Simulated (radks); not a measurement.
Problem. These are the eigenvalues of the occupied orbitals of an atom or ion with whole-number occupations (hartree). All-electron calculation, scalar-relativistic Kohn-Sham, r2SCAN, spin-polarised, spherical densities, finite nucleus; meta-GGA in the generalised Kohn-Sham scheme; Fermi nuclear charge, rms radius of each element as measured or else 0.836 A^(1/3) + 0.57 fm. Program: a radial shooting solver on a logarithmic mesh with Libxc functionals.

orbital  eigenvalue
1s        -2106.832
2s        -405.6230
2p        -366.6558
3s        -136.6020
3p        -124.5641
3d        -109.7787

Which element is it, and in what charge state? The configuration may be excited. Open shells, if any, are filled with parallel spins first.

Solution. Z = 67, holmium, charge +39: Ho39+ in [Ar] 3d10. The list shows which subshells hold electrons but not how many an open one holds; the 1s level, -2106.8 hartree, gives Z - s = 64.9 by -(Z - s)^2/2, which with screening and relativity narrows Z to a few neighbours, and the depths of the outer levels then fix element, charge and occupations together.
